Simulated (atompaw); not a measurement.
# What the settings do to the PAW (atompaw) potential of V

Base potential:

V, PAW, made with atompaw 4.2.0.5 (LDA (PW92), scalar-relativistic). Core [Ne] 3s2, reference 3p6 3d3 4s2 4p0. Waves: 4s (bound): rc 2.60 bohr; 4s channel at 0.2 Ry: rc 2.60 bohr; 3p (bound): rc 1.05 bohr; 4p (bound, empty): rc 2.60 bohr; 3d (bound): rc 2.60 bohr; 3d channel at 4.9 Ry: rc 1.20 bohr. Local part: ultrasoft scheme with l = 3 at -0.5 Ry, radius 1.95 bohr. Core correction: smooth core density matched at 1.60 bohr. Augmentation charge: besselshape compensation charge, radius 2.20 bohr; PAW radius 2.60 bohr; waves and projectors: custom polynom2 7 10 vanderbiltortho.

All-electron outer shells of the reference configuration (LDA (PW92), scalar-relativistic, ld1.x):

| shell | level (eV) | outermost node (bohr) | outermost maximum (bohr) |
| --- | --- | --- | --- |
| 2p | -502.82 | – | 0.21 |
| 3s | -69.83 | 0.38 | 0.82 |
| 3p | -43.96 | 0.35 | 0.84 |
| 3d | -5.38 | – | 0.88 |
| 4s | -4.85 | 1.17 | 2.72 |
| 4p | -1.53 | 1.30 | 3.63 |

Cutoffs, loose and tight: the cutoffs (Ry, on a coarse ladder) from which the occupation-weighted sum of valence levels, in a spherical-Bessel basis at the reference potential, stays within 10 and 1 mRy of its value at 400 Ry. They see the waves, projectors and local potential, not the compensation charge or the core. A dash means not determined.

A true bound ghost makes a file unfit for plane-wave use even where its test errors are small: the radial tests pick states by their node count and pass the ghost by.

Cutoffs are not given where the Bessel-basis levels miss the radial ones by over 6 mRy, ghosts where they miss by over 20 mRy; a channel whose overlap is not positive is not tested.

```tsv
change	outcome	cutoff, loose	cutoff, tight	bound ghosts
base	generated	over 300 Ry	over 300 Ry	none
all radii scaled by about 0.78 (s 2.02, p 0.82, d 2.02 bohr); local potential ultrasoft scheme with l = 3 at -0.5 Ry, radius 1.52 bohr; augmentation besselshape compensation charge, radius 1.72 bohr; PAW radius 2.02 bohr; waves and projectors: custom polynom2 7 10 vanderbiltortho; core correction smooth core density matched at 1.24 bohr	generated	–	–	s
all radii scaled by about 0.83 (s 2.16, p 0.88, d 2.16 bohr); local potential ultrasoft scheme with l = 3 at -0.5 Ry, radius 1.62 bohr; augmentation besselshape compensation charge, radius 1.84 bohr; PAW radius 2.16 bohr; waves and projectors: custom polynom2 7 10 vanderbiltortho; core correction smooth core density matched at 1.34 bohr	generated	–	–	s
all radii scaled by about 0.93 (s 2.42, p 0.98, d 2.42 bohr); local potential ultrasoft scheme with l = 3 at -0.5 Ry, radius 1.82 bohr; augmentation besselshape compensation charge, radius 2.06 bohr; PAW radius 2.42 bohr; waves and projectors: custom polynom2 7 10 vanderbiltortho; core correction smooth core density matched at 1.50 bohr	generated	–	–	s
all radii scaled by about 1.11 (s 2.88, p 1.16, d 2.88 bohr); local potential ultrasoft scheme with l = 3 at -0.5 Ry, radius 2.16 bohr; augmentation besselshape compensation charge, radius 2.44 bohr; PAW radius 2.88 bohr; waves and projectors: custom polynom2 7 10 vanderbiltortho; core correction smooth core density matched at 1.78 bohr	generated	260 Ry	over 300 Ry	none
```

(1) What comes out with this change to the base: all radii scaled by about 1.29 (s 3.36, p 1.36, d 3.36 bohr); local potential ultrasoft scheme with l = 3 at -0.5 Ry, radius 2.52 bohr; augmentation besselshape compensation charge, radius 2.84 bohr; PAW radius 3.36 bohr; waves and projectors: custom polynom2 7 10 vanderbiltortho; core correction smooth core density matched at 2.06 bohr?

(2) What comes out with this change to the base: all radii scaled by about 1.18 (s 3.08, p 1.24, d 3.08 bohr); local potential ultrasoft scheme with l = 3 at -0.5 Ry, radius 2.30 bohr; augmentation besselshape compensation charge, radius 2.60 bohr; PAW radius 3.08 bohr; waves and projectors: custom polynom2 7 10 vanderbiltortho; core correction smooth core density matched at 1.90 bohr?

## Answers

(1) outcome: generated; cutoff, loose: 80 Ry; cutoff, tight: 260 Ry; bound ghosts: none.

(2) outcome: generated; cutoff, loose: 200 Ry; cutoff, tight: over 300 Ry; bound ghosts: none.

Reading the sweep of the scale of all radii (base = 1) (base included, trends over the rows without a ghost): Bound ghosts are found at 0.78, 0.83, 0.93.
